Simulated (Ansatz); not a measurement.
## Abstraction of H: AlH(SH)2 + GeH(CH3)2 → Al(SH)2 + GeH2(CH3)2

Species: AlH(SH)2, singlet; GeH(CH3)2, doublet; Al(SH)2, doublet; GeH2(CH3)2, singlet. A radical takes H: the energy is the difference in strength between the Al–H bond broken and the Ge–H bond made.

Shapes, held fixed at every level: PBE0-D4/def2-TZVP. Flexible molecules stand in one conformer, not always the lowest. Programs: Ansatz 0.2.0. The zero-point and thermal change to 298 K, harmonic and unscaled (PBE0-D4/def2-TZVP), is +4.1 kJ/mol.

Task: Estimate ΔH(298 K) of this reaction.

Result: The highest level, CCSD(T)/def2-TZVPP, gives ΔH(298 K) = -12.9 kJ/mol; the levels span -13.4 to -1.0. The column of differences is taken from that level and isn't an error. No measured value is set beside it here. Open shells run unrestricted. Relativity is left out for Ge. Outer-core shells of Ge are correlated, in sets that cover them unevenly. Times are processor times on shared x86 and Arm servers, and rough.

```json
{"level": "BHLYP-D4/def2-TZVPP", "kind": "global hybrid", "ΔH(298 K) (kJ/mol)": "-9.1", "less CCSD(T)/def2-TZVPP": "+3.8", "CPU time (sum over the molecules)": "42 s"}
{"level": "r2SCAN0-D4/def2-TZVPP", "kind": "global hybrid", "ΔH(298 K) (kJ/mol)": "-13.4", "less CCSD(T)/def2-TZVPP": "-0.5", "CPU time (sum over the molecules)": "65 s"}
{"level": "wB97M-V/def2-TZVPP", "kind": "range-separated hybrid", "ΔH(298 K) (kJ/mol)": "-1.0", "less CCSD(T)/def2-TZVPP": "+11.9", "CPU time (sum over the molecules)": "1.9 min"}
{"level": "wB97X-V/def2-TZVPP", "kind": "range-separated hybrid", "ΔH(298 K) (kJ/mol)": "-7.9", "less CCSD(T)/def2-TZVPP": "+5.0", "CPU time (sum over the molecules)": "87 s"}
{"level": "CCSD/def2-SVP", "kind": "coupled cluster or CI", "ΔH(298 K) (kJ/mol)": "-8.8", "less CCSD(T)/def2-TZVPP": "+4.1", "CPU time (sum over the molecules)": "–"}
{"level": "CCSD/def2-TZVPP", "kind": "coupled cluster or CI", "ΔH(298 K) (kJ/mol)": "-11.2", "less CCSD(T)/def2-TZVPP": "+1.7", "CPU time (sum over the molecules)": "–"}
{"level": "CCSD(T)/def2-TZVPP", "kind": "coupled cluster or CI", "ΔH(298 K) (kJ/mol)": "-12.9", "less CCSD(T)/def2-TZVPP": "0.0", "CPU time (sum over the molecules)": "13 min"}
```
